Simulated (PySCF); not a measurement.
Electronic structure of Au⁺ (gold, charge +1) at the UHF level

Configuration: [Xe] 4f14 5d9 6p1, one real determinant (an excited configuration). Calculation: PySCF 2.14, in Sapporo-DKH3-DZP-2012; scalar relativity by spin-free X2C-1e.

| Quantity | Value |
| --- | --- |
| Total energy | -19006.750777 hartree |
| One-electron energy | -26033.6410 hartree |
| Hartree (Coulomb) energy | 7391.2023 hartree |
| Exchange energy | -364.3120 hartree |
| ⟨S²⟩ | 2.0023 |
| ⟨L²⟩ | 8.199 |
| Sum of ⟨r⟩ | 43.12 bohr |
| Sum of ⟨r²⟩ | 50.01 bohr² |
| Traceless quadrupole moment −½Σ⟨3z² − r²⟩ along its main axis | -2.56 e·bohr² |
| Langevin diamagnetic susceptibility | -39.6 ×10⁻⁶ cm³/mol |

| shell | electrons | mean orbital energy (eV) | spread (eV) | rms radius, mean of both spins (bohr) |
| --- | --- | --- | --- | --- |
| 1s α | 1 | -81155.7 | 0 | 0.0190 |
| 1s β | 1 | -81155.7 | 0 | 0.0190 |
| 2s α | 1 | -14480.4 | 0 | 0.0768 |
| 2s β | 1 | -14480.3 | 0 | 0.0768 |
| 2p α | 3 | -12572.8 | 0.194 | 0.0705 |
| 2p β | 3 | -12572.7 | 0.052 | 0.0705 |
| 3s α | 1 | -3495.5 | 0 | 0.196 |
| 3s β | 1 | -3495.4 | 0 | 0.196 |
| 3p α | 3 | -2930.4 | 0.323 | 0.198 |
| 3p β | 3 | -2930.3 | 0.178 | 0.198 |
| 3d α | 5 | -2298.9 | 0.264 | 0.182 |
| 3d β | 5 | -2298.7 | 0.311 | 0.182 |
| 4s α | 1 | -804.81 | 0 | 0.432 |
| 4s β | 1 | -804.56 | 0 | 0.432 |
| 4p α | 3 | -615.53 | 0.625 | 0.460 |
| 4p β | 3 | -615.27 | 0.258 | 0.460 |
| 4d α | 5 | -378.44 | 0.617 | 0.492 |
| 4d β | 5 | -378.13 | 0.669 | 0.492 |
| 5s α | 1 | -140.15 | 0 | 0.997 |
| 5s β | 1 | -138.53 | 0 | 0.997 |
| 4f α | 7 | -115.49 | 0.619 | 0.545 |
| 4f β | 7 | -115.28 | 0.265 | 0.545 |
| 5p α | 3 | -87.480 | 1.385 | 1.14 |
| 5p β | 3 | -85.306 | 1.701 | 1.14 |
| 5d α | 5 | -24.274 | 1.467 | 1.64 |
| 5d β | 4 | -23.117 | 0.222 | 1.64 |
| 6p α | 1 | -8.095 | 0 | 2.64 |

⟨L²⟩ = 8.20 against 12 for a pure F term, so this real determinant mixes terms. Spin-orbit coupling, absent here, splits the open shell strongly.

Densities and radii are taken from the X2C orbitals without a picture-change correction, which distorts them close to the nucleus.

Spin-orbit constants ζ (cm⁻¹) from the X2C one-electron operator on these orbitals: bare nucleus, nucleus screened by l(l+1)(2l+1)/3 electrons, and screened by the Breit-Pauli mean field of the electrons.

```tsv
shell	bare	screened nucleus	mean field
2p	9173000	8941000	n/a
3p	2057000	2005000	n/a
3d	316100	276100	n/a
4p	486800	474400	n/a
4d	66570	58140	n/a
4f	13310	8595	n/a
5p	78490	76510	n/a
5d	5644	4930	n/a
6p	11260	10970	n/a
```

To first order the Landé constant is A = 185.6 cm⁻¹, so the lowest level has J = 2 and lies 0.0921 eV below the centre of the term. This holds in LS coupling only.
